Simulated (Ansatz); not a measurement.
InH3Cl− ([InClH3]-): methods side by side

The species is InH3Cl− (5 atoms), meant as a singlet with charge -1. As SMILES, `[H][In-]([H])([H])[Cl]`. Geometry: a GFN2-xTB relaxation, a rough one for these elements and not checked as a minimum.

```xyz
5

In   -0.0022    0.0006   -0.1757
Cl    0.0128   -0.0204    2.1636
H     1.6208    0.0134   -0.6709
H    -0.8181    1.4110   -0.6459
H    -0.8134   -1.4046   -0.6711
```

Quantity: the energy change with the In1–Cl2 bond stretched from 2.339 to 4.679 Å, in eV. The values are calculated.

```
                      level                   kind  program  value (eV)  less FCI/STO-3G  CPU time (all runs)
     HF/STO-3G (restricted)           Hartree–Fock   Ansatz        3.56            +0.02                1.1 s
  SVWN5/STO-3G (restricted)                    LDA   Ansatz        3.69            +0.15                3.2 s
RPA@PBE/STO-3G (restricted)                    RPA   Ansatz        3.07            -0.47                7.2 s
    MP2/STO-3G (restricted)    perturbation theory   Ansatz        3.58            +0.04                1.3 s
CCSD(T)/STO-3G (restricted)  coupled cluster or CI   Ansatz        3.54             0.00                1.5 s
  CCSDT/STO-3G (restricted)  coupled cluster or CI   Ansatz        3.54             0.00                2.1 s
 CCSDTQ/STO-3G (restricted)  coupled cluster or CI   Ansatz        3.54             0.00                 42 s
                 FCI/STO-3G     exact in the basis   Ansatz        3.54             0.00                 20 s
```

FCI/STO-3G is exact within its basis and frozen core, so for wave-function methods in that basis the difference is their error; functionals converge differently with the basis, so for them it is only a difference. All-electron rows without a relativistic Hamiltonian named are non-relativistic. Sets without diffuse functions describe the anion poorly. The first shape isn't each level's own minimum. The values span 3.07 to 3.69 eV. All rows use very small basis sets, so none should be taken for the real molecule's value. In the correlated wave-function rows the outer d shell of In is correlated, in sets not made for it. Times are those of the runs behind each value, whatever else they computed, on shared processors of several kinds: orders of magnitude only.
